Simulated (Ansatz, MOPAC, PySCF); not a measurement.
Positional isomers: styrene methoxy. Isolated molecules, 0 K electronic values unless said otherwise. One relaxed conformer stands for each flexible species; it need not be the lowest. Strings in code marks are SMILES.

Quantity: electronic energy of isomers of C9H10O relative to `C=C(OC)c1ccccc1` (C–C–O–C torsion 2°, O–C–C–C torsion 19°), in kcal/mol. The restricted reference of `C=C(OC)c1ccccc1`, `C=Cc1ccc(OC)cc1`, `C=Cc1cccc(OC)c1` and `C=Cc1ccccc1OC` is unstable towards unrestricted orbitals. Semi-empirical values (MOPAC) are differences of heats of formation.

Level 1: B3LYP-D3(BJ)/def2-TZVP // B3LYP-D3(BJ)/def2-SVP (PySCF)
Level 2: PBE-D3(BJ)/def2-TZVP // B3LYP-D3(BJ)/def2-SVP (PySCF)
Level 3: frozen-core MP2/cc-pVDZ // B3LYP-D3(BJ)/def2-SVP (Ansatz, a quantum-chemistry and plane-wave program)
Level 4: PM7 // B3LYP-D3(BJ)/def2-SVP (MOPAC)

```csv
species,level 2,level 3,level 4
"`C=Cc1ccc(OC)cc1` (C–C–C–C torsion -1°, C–C–O–C torsion -180°)",1.09,2.69,1.15
"`C=Cc1ccccc1OC` (C–C–C–C torsion 10°, C–C–O–C torsion -179°)",2.24,2.93,1.24
"`C=Cc1cccc(OC)c1` (C–C–C–C torsion 0°, C–C–O–C torsion 0°)",1.53,2.91,1.23
```

**Question.** What does level 1 give for each, and how far do the other levels lie from it on average?

**Answer.** 
- `C=Cc1ccc(OC)cc1` (C–C–C–C torsion -1°, C–C–O–C torsion -180°): 1.43
- `C=Cc1ccccc1OC` (C–C–C–C torsion 10°, C–C–O–C torsion -179°): 2.46
- `C=Cc1cccc(OC)c1` (C–C–C–C torsion 0°, C–C–O–C torsion 0°): 1.72
Mean absolute difference from level 1, which has limits of its own, over these rows (drawn at random from the members that have all these levels): level 2 0.25 kcal/mol, level 3 0.98 kcal/mol, level 4 0.66 kcal/mol.
